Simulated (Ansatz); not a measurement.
C₄H₅Cl (SMILES C=C/C=C/Cl), singlet, geometry from GFN2-xTB; MP2/def2-SV(P) (Ansatz, a program for electronic structure).

Input for Ansatz:
Ansatz 0.2 input:
```yaml
crystal:
  periodic: [false, false, false]
  atoms:
    - {symbol: C, position_ang: [-2.80147646, -0.63310780, 0.76694338]}
    - {symbol: C, position_ang: [-1.87161459, -0.10153556, -0.02054837]}
    - {symbol: C, position_ang: [-0.45659514, -0.18229361, 0.25615796]}
    - {symbol: C, position_ang: [0.46304773, 0.35503514, -0.54190935]}
    - {symbol: Cl, position_ang: [2.14606404, 0.26383049, -0.22083515]}
    - {symbol: H, position_ang: [-2.54153044, -1.16148067, 1.66921195]}
    - {symbol: H, position_ang: [-3.85031133, -0.55935411, 0.53880734]}
    - {symbol: H, position_ang: [-2.15353238, 0.42522879, -0.92236754]}
    - {symbol: H, position_ang: [-0.16033855, -0.70583920, 1.15408762]}
    - {symbol: H, position_ang: [0.22245487, 0.88773793, -1.44940363]}
basis:
  gaussian:
    orbitals: def2-SV_P_.json
magnetization: {spin_polarized: false}
correlation: {method: mp2}
```
The basis file holds def2-SV(P) in the JSON format of the Basis Set Exchange.

The log (banner, timings and long lists left out):

```
Functional definition: HF
902 factors; integrals over basis functions are off by at most 1.5e-3 eV
mean field evaluation 1: about -16692.2406 eV, gradient 2.8e1 eV
mean field evaluation 2: about -16693.1868 eV, gradient 2.8e1 eV
mean field evaluation 4: about -16695.8228 eV, gradient 4.0e0 eV
mean field evaluation 8: about -16695.9038 eV, gradient 2.8e-1 eV
mean field evaluation 16: about -16695.9046 eV, gradient 1.4e-6 eV
mean field -16695.90463244 eV, -613.5631783516 hartree, gradient 1.4e-6 eV, S^2 0.000000; 0 other end points of the search recorded, 0 dependent functions left out; unrestricted orbitals would lower it
9 core orbitals not correlated
reference -16695.90463244 eV, -613.5631783516 hartree; 14, 14 occupied and 61, 61 virtual orbitals, 902 factors
second order -17.07685436 eV of doubles, -0.00000000 eV of singles
Total energy: -16712.98148680 eV, -614.1907411741 hartree
```
